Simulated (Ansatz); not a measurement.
One change: `F/C=[CH]/[GeH3]` becomes `F/C=C\S`.

Ansatz, PBE0-D4/def2-TZVP geometries, multiplicity 1. Each molecule was computed in one conformer, which needn't be the lowest.

Scalar relativity is left out up to krypton.

```
                                          property  `F/C=[CH]/[GeH3]`
size of the dipole moment (ωB97M-V/def2-TZVPP) / D               0.91
                LUMO energy (PBE0/def2-TZVPP) / eV              -0.11
             HOMO energy (ωB97M-V/def2-TZVPP) / eV              -9.99
                HOMO energy (PBE0/def2-TZVPP) / eV              -7.77
               LUMO energy (B3LYP/def2-TZVPP) / eV              -0.36
                 HOMO energy (PBE/def2-TZVPP) / eV              -6.54
```

Task: What does the change do to each property? (Best estimate.)

Result: Ansatz gave: 
| property | `F/C=C\S` | shift |
| --- | --- | --- |
| size of the dipole moment (ωB97M-V/def2-TZVPP) / D | 1.16 | 0.25 |
| LUMO energy (PBE0/def2-TZVPP) / eV | 0.21 | 0.32 |
| HOMO energy (ωB97M-V/def2-TZVPP) / eV | -8.66 | 1.33 |
| HOMO energy (PBE0/def2-TZVPP) / eV | -6.53 | 1.24 |
| LUMO energy (B3LYP/def2-TZVPP) / eV | -0.03 | 0.33 |
| HOMO energy (PBE/def2-TZVPP) / eV | -5.39 | 1.15 |

With PBE0 the HOMO rises by 1.24 eV and the LUMO rises by 0.32 eV, so the gap narrows by about 0.92 eV. PBE moves the HOMO by 1.15 eV and ωB97M-V by 1.33 eV. Dipoles are sizes alone; their direction can turn.

B3LYP here is the variant with VWN-RPA as its local correlation; programs differ in this.
